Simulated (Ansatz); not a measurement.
```xyz
12

N     1.0339   -0.4597    1.1240
Si    0.4654    0.6853   -0.0399
O     1.3182    0.4614   -1.4265
C    -1.3398    0.2148   -0.2564
O    -1.4013   -1.1767   -0.5684
H     0.6571   -0.4421    2.0604
H     2.0240   -0.6521    1.1560
H     0.6627    2.1157    0.3132
H     1.1019   -0.3335   -1.9191
H    -1.7863    0.7544   -1.0964
H    -1.9504    0.4553    0.6274
H    -0.7854   -1.6227    0.0256
```

The species carries charge 0 and has multiplicity 1.

Question: List the CAM-B3LYP/def2-TZVPP orbital energies in eV (Ansatz 0.2.0). (Estimate.)

Answer: Computed: Occupied: -1801.32, -522.42, -522.37, -391.14, -279.54, -145.78, -101.15, -101.11, -101.09, -29.95, -29.52, -25.51, -20.55, -17.26, -15.90, -15.18, -14.69, -13.83, -13.18, -12.41, -11.89, -10.94, -10.33, -9.41, -8.82. Lowest empty: 1.26, 1.82, 2.41, 3.07, 3.32, 3.52, 3.85, 4.18.
